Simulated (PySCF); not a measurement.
## How methods differ on the excitation energy of In

In [Kr] 4d10 5s2 5p1 (2P) → In [Kr] 4d10 5s2 5d1 (2D), as a difference of total energies. Computed with PySCF 2.14 in dyall-av2z (22s16p12d, 130 functions), with no relativity, point nucleus. Correlated levels: valence: [Kr] 4d10 frozen; virtual orbitals above 40 to 60 times the deepest correlated orbital energy dropped. The calculations carry no spin-orbit coupling.

```tsv
method	excitation energy (eV)	difference from reference (eV)
UHF	4.435	+0.538
MP2 (valence)	4.440	+0.543
SCS-MP2 (valence)	4.424	+0.527
CCSD (valence)	4.152	+0.255
CCSD(T) (valence)	4.056	+0.159
```

Reference: 3.897 eV (measured; NIST levels, between the centres of gravity of the two terms).

These non-relativistic numbers lack the scalar-relativistic shift.

The promoted electron is Rydberg-like, and one or two diffuse shells describe it only roughly, which tends to raise the upper state.

The coupled-cluster amplitudes are large for the upper state (T1 above 0.03 or a double amplitude above 0.15), so a single reference is strained.
